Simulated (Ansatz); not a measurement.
Reaction (redistribution): `[BH2][GeH2][SiH2][SiH3]` + `[SiH3][GeH2][GeH2][SiH2][GeH3]` → `[SiH3][SiH2][GeH2][GeH2][GeH2][SiH3]` + `B[SiH2][GeH3]`

Program: Ansatz. Geometries: PBE0-D4/def2-TZVP. ΔE: electronic, gas phase. CCSD(T)/CBS is the MP2 limit (def2-TZVPP, def2-QZVPP) plus CCSD(T) − MP2 in def2-TZVPP, frozen cores. Functionals use def2-TZVPP. B3LYP here is the variant with VWN-RPA as its local correlation; programs differ in this. For Ge outer-core shells are correlated without core-valence functions, which leaves a few kJ/mol of doubt a bond. Scalar relativity is left out up to krypton. One conformer a species, not always the lowest.

| level | ΔE (kcal/mol) |
| --- | --- |
| B3LYP-D4 | -2.8 |
| MP2/CBS(def2) | -1.5 |

**Question.** What does CCSD(T)/CBS give? (An estimate is asked.)

**Answer.** The calculation gave: -1.5 kcal/mol. The listed levels differ from it by -1.3, 0.0 kcal/mol.

Largest T1 diagnostic among the species: 0.013.

The D4 term adds −1.4 kcal/mol with B3LYP and −0.8 kcal/mol with PBE0; it sums over pairs of atoms, weighted by their polarisabilities, and B3LYP, whose exchange is more repulsive, gets the larger term. In def2-TZVPP, CCSD(T) changes the Hartree–Fock value by −0.8 kcal/mol (the triples alone add −0.2 kcal/mol) and MP2 by −0.8 kcal/mol.
